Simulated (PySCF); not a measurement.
Species: C6H8FSi (doublet state).
Numbering: `[CH3:1][C:2]#[C:3][SiH:4]1[CH2:5][C:6]([F:7])[CH2:8]1` (hydrogens: H9, H10, H11 on C1; H12 on Si4; H13, H14 on C5; H15, H16 on C8)

Structure used (GFN2-xTB), in Å, numbered top down from 1:
```
atom  x, y, z in Å
C1     3.5261   -0.4716    0.1241
C2     2.1466   -0.2512   -0.2383
C3     0.9949   -0.0650   -0.5444
Si4   -0.7692    0.2092   -0.9805
C5    -1.9567   -1.1206   -0.2505
C6    -2.4366   -0.0853    0.7172
F7    -2.5718   -0.4179    2.0309
C8    -1.7455    1.1920    0.3582
H9     4.1528   -0.4442   -0.7669
H10    3.6334   -1.4437    0.6046
H11    3.8573    0.3028    0.8154
H12   -0.9659    0.5970   -2.3763
H13   -2.7371   -1.4833   -0.9219
H14   -1.5221   -1.9945    0.2379
H15   -2.4243    1.9625   -0.0112
H16   -1.1892    1.6265    1.1905
```

Computed, not measured: UKS B3LYP, pcH-1 on C F H Si, non-relativistic, mean-field spin-orbit, GIAO in PySCF 2.14.0. Isolated species at its GFN2-xTB geometry, gas phase. GFN2-xTB frequencies show an imaginary mode (27i cm⁻¹), so this geometry is no minimum at that level. A GFN2-xTB geometry isn't a minimum of the functional, and hyperfine couplings can be far from their values at a DFT geometry. The SCF solution wasn't tested for stability.

The isotropic 13C couplings, averaged over equivalent nuclei, are +226.6, -10.4, +7.4, +1.0 MHz. Assign them to C2; C3; C5/C8; C6.

```csv
site,a_iso (MHz),ρ(0) (bohr⁻³),position,distance from C6 (Å),spin population,largest |T| (MHz)
C2,+1.0,+0.0009,4 bonds from C6,4.68,0.00,0.4
C3,+7.4,+0.0066,3 bonds from C6,3.66,0.00,0.8
C5/C8,-10.4,-0.0093,1 bond from C6,1.50,-0.05,6.2
C6,+226.6,+0.2015,largest spin population,0.00,+0.86,158.4
```

Match the computed a_iso(1H) values +102.7, +46.1, +19.6, +0.1 MHz (means over equivalent nuclei) with the sites H9/H10/H11; H12; H13/H15; H14/H16.

```
      site  a_iso (MHz)  ρ(0) (bohr⁻³)            position  distance from C6 (Å)  bound to  spin population there  largest |T| (MHz)
H9/H10/H11         +0.1         0.0000     6 bonds from C6                  6.43        C1                   0.00                0.6
       H12        +19.6        +0.0044  γ, 3 bonds from C6                  3.49       Si4                  +0.04                2.9
   H13/H15       +102.7        +0.0230  β, 2 bonds from C6                  2.17     C5/C8                  -0.05               11.3
   H14/H16        +46.1        +0.0103  β, 2 bonds from C6                  2.17     C5/C8                  -0.05                7.4
```

ρ(0) is the spin density at the nucleus and T the dipolar tensor; a_iso includes a spin–orbit part; entries for several nuclei are means. The largest Mulliken spin population is on C6 (+0.86). The angles at C6 add up to 344.9°, so it is pyramidal.

Class means assume fast exchange of nuclei equivalent by connectivity; if that motion is slow, each nucleus keeps its own coupling.

Hardware: one thread, Arm Neoverse V2 (aarch64), on a shared host. Cost: 1.7 min of wall time (with the writing of density and orbital grids), 0.97 GiB resident at most.
